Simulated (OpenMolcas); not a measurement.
Zr3+: moving or changing the point charges

Zr3+ among 3 point charges of -2 e arranged as a planar triangle (D3h), 2.19 Å from the ion.

| Property | Result |
| --- | --- |
| Program | OpenMolcas 26.06 |
| Method | CASSCF |
| Basis | ANO-RCC-VDZP [6s5p3d1f] |
| Scalar Hamiltonian | DKH2, point nucleus |
| Active space | 1 electron in 5 orbitals (4d) |
| State averaging | 2S+1 = 2 even, 5 roots |
| Spin-orbit coupling | RASSI with atomic mean-field integrals over the reference wave functions |

Runs around this geometry, states (labels of D3, the rotations of D3h). Energies in cm-1 above the lowest state or level, χT in cm3 K/mol.

```tsv
R (Å)	q (e)	Ground state	First state of that spin	First gap with spin-orbit (degeneracies)	χT at 300 K
2.19	-1.6	2A1	2E 5766	5626 (2, 2)	0.323
2.19	-2	2A1	2E 9198	9018 (2, 2)	0.348
2.39	-2	2A1	2E 6215	6066 (2, 2)	0.326
```

Taking the first state of the same spin as R^-n, n = -ln(6215 / 9198) / ln(2.39 / 2.19) = 4.5 between the shortest and longest distance.

Scaling the charges by -1.6 / -2 = 0.80 scales the first state of the same spin by 5766 / 9198 = 0.63; with fixed orbitals a first-order splitting would follow the charge.

Point charges carry no covalency, so the field is a model and not that of real ligands. No measured value stands beside these numbers.
